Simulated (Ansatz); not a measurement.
## From C to Ge: the atomisation energy (no zero-point term)

Gas-phase molecules, one atom swapped for its congeners: CH5BO3 `COB(O)O`; BSiH5O3 `OB(O)O[SiH3]`; BGeH5O3 `OB(O)[O][GeH3]`. All are singlets with charge 0.

Shapes, held fixed at every level: PBE0-D4/def2-TZVP. Programs: Ansatz 0.2.0. Values in eV.

Q: How should the atomisation energy change along the series?

A: At CCSD(T)/def2-TZVPP the atomisation energy falls at every step, from 42.91 to 39.18 eV. Every level shows the same order. Relativity is left out for Ge. Outer-core shells of Ge are correlated in most correlated rows, in sets that cover them unevenly. Spin-orbit coupling, which grows down the group, is left out (summed over each molecule's free atoms 0.03, 0.05, 0.15 eV). Coupled cluster in double- or triple-zeta sets underbinds by a few per cent against its basis-set limit. CCSD also lacks the triples, which bind further.

```csv
level,CH5BO3,BSiH5O3,BGeH5O3
HF/def2-SVP,32.46,30.91,29.11
r2SCAN0-D4/def2-TZVPP,43.28,41.13,39.31
wB97X-V/def2-TZVPP,43.96,41.86,40.07
B2PLYP/def2-TZVPP,43.65,41.44,39.61
CCSD/def2-TZVPP,42.25,40.21,38.57
CCSD(T)/def2-TZVPP,42.91,40.78,39.18
```
